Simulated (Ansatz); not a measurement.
Cost and result for the atomization energy of C₅HF₇ (`FC1=C(F)C(F)(F)C(F)(F)C1F`) (13 atoms, 13 bonds).

```xyz
13

F     0.361    0.791   -2.511
C     0.114    0.445   -1.269
C    -0.944    0.804   -0.552
F    -1.932    1.579   -0.932
C    -0.879    0.291    0.843
F    -2.000   -0.345    1.217
F    -0.677    1.290    1.727
C     0.355   -0.671    0.809
F    -0.065   -1.938    0.836
F     1.151   -0.466    1.868
C     1.094   -0.385   -0.521
F     1.391   -1.539   -1.189
H     2.032    0.143   -0.326
```

The species carries charge 0 and has multiplicity 1. The structure was optimised at the PBE0-D4/def2-TZVP level. Program: Ansatz. All runs use 4 threads of an AMD EPYC 7R13 on a shared host and a share of an NVIDIA H100 80 GB. Times are those of one run each, without the atoms' runs, and a repeat can differ threefold. Electronic energies, without spin–orbit coupling; frozen cores. CCSD(T)/CBS adds CCSD(T) − MP2 in def2-TZVPP to the MP2 limit, and its time is that of the two runs behind it. T1 = 0.013. B3LYP takes the VWN-RPA correlation (the form of Gaussian; ORCA's B3LYP/G).

CCSD(T)/CBS is a level of theory with its own doubt, some kJ/mol a heavy atom from the limit and from the frozen cores, so smaller differences don't rank the functionals.

| level | functions | wall time | atomization (kcal/mol) | difference from CCSD(T)/CBS | per bond |
| --- | --- | --- | --- | --- | --- |
| PBE-QIDH/def2-TZVPP | 386 | 6.5 s | 1382.2 | 3.8 | 0.3 |
| MP2/def2-QZVPP | 714 | 7.5 s | 1434.4 | 56.0 | 4.3 |
| LDA (SPW92)/def2-TZVPP | 386 | 8 s | 1710.8 | 332.4 | 25.6 |
| BLYP-D4/def2-TZVPP | 386 | 8 s | 1394.4 | 16.0 | 1.2 |
| CAM-B3LYP-D4/def2-TZVPP | 386 | 8 s | 1393.6 | 15.2 | 1.2 |
| CCSD(T)/def2-SVP | 173 | 8 s | 1314.7 | -63.7 | -4.9 |
| r2SCAN-D4/def2-TZVPP (with forces) | 386 | 9 s | 1399.7 | 21.3 | 1.6 |
| PBE0-D4/def2-TZVPP | 386 | 9 s | 1406.1 | 27.7 | 2.1 |
| B3LYP-D4/def2-TZVPP (with forces) | 386 | 10 s | 1373.3 | -5.1 | -0.4 |
| BHLYP-D4/def2-TZVPP | 386 | 10 s | 1293.2 | -85.2 | -6.6 |
| B97M-V/def2-TZVPP | 386 | 12 s | 1386.5 | 8.1 | 0.6 |
| CCSD(T)/def2-TZVPP | 386 | 41 s | 1338.0 | -40.4 | -3.1 |
| CCSD(T)/CBS(def2) | – | 49 s | 1378.4 | 0.0 | 0.0 |

Leaving LDA and LC-ωPBE aside and taking each functional with its dispersion term where it has one, the values, not all of them listed here, spread over 175.0 kcal/mol, from BHLYP-D4 to PBE-D4. LDA lies +251.1 kcal/mol from PBE without D4, its usual overbinding. From r2SCAN to r2SCAN0 (25 % exact exchange), in def2-TZVPP and without D4, the atomization energy moves by −49.9 kcal/mol: exact exchange takes away binding that semilocal exchange gives to molecules. The D4 term adds +13.4 kcal/mol with B3LYP and +7.1 kcal/mol with PBE0; it sums over pairs of atoms, weighted by their polarisabilities, and B3LYP, whose exchange is more repulsive, gets the larger term.
